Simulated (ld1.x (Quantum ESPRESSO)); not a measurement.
u(r) = r·R(r): atom against pseudo-atom (scandium)

Columns: radius, all-electron u(r) and pseudo u(r) of the 3s shell (level -61.79 eV) of scandium in the configuration [Ne] 3s2 3p6 3d1 4s1 4p0; BLYP, scalar-relativistic, TM scheme, ld1.x (Quantum ESPRESSO) 7.5.

```csv
r (bohr),all-electron,pseudo
0.123,-0.1914,0.0842
0.245,-0.5571,0.1868
0.368,-0.2309,0.3300
0.490,0.2725,0.5245
0.613,0.6907,0.7548
0.735,0.9478,0.9544
0.858,1.0612,1.0613
0.980,1.0674,1.0674
1.103,1.0061,1.0061
1.225,0.9096,0.9096
1.348,0.7978,0.7978
1.470,0.6857,0.6857
1.593,0.5793,0.5793
1.715,0.4842,0.4842
1.838,0.4003,0.4003
1.960,0.3289,0.3289
2.083,0.2682,0.2682
2.205,0.2179,0.2179
2.328,0.1759,0.1759
2.450,0.1418,0.1418
2.573,0.1137,0.1137
2.695,0.0911,0.0911
2.818,0.0727,0.0727
2.940,0.0580,0.0580
3.063,0.0461,0.0461
3.185,0.0366,0.0366
```

(1) How many radial nodes do the two functions have?

(2) At about which radius was the pseudo-wave matched?

(3) Where does each function peak?

(4) Is the pseudo-wave norm-conserving?

## Answers

(1) The all-electron 3s function has n − l − 1 = 2 (the table is too coarse to show those close to the nucleus); the pseudo-wave has 0, since the states of the same l below it are removed with the core.

(2) 0.95 bohr, where the columns begin to agree (steps of 0.12 bohr).

(3) Outermost all-electron maximum near 0.98 bohr, pseudo maximum near 0.98 bohr (to the table’s step).

(4) Yes: the TM scheme keeps the norm inside the radius equal to the all-electron one, which fixes the energy derivative of the logarithmic derivative at the level.
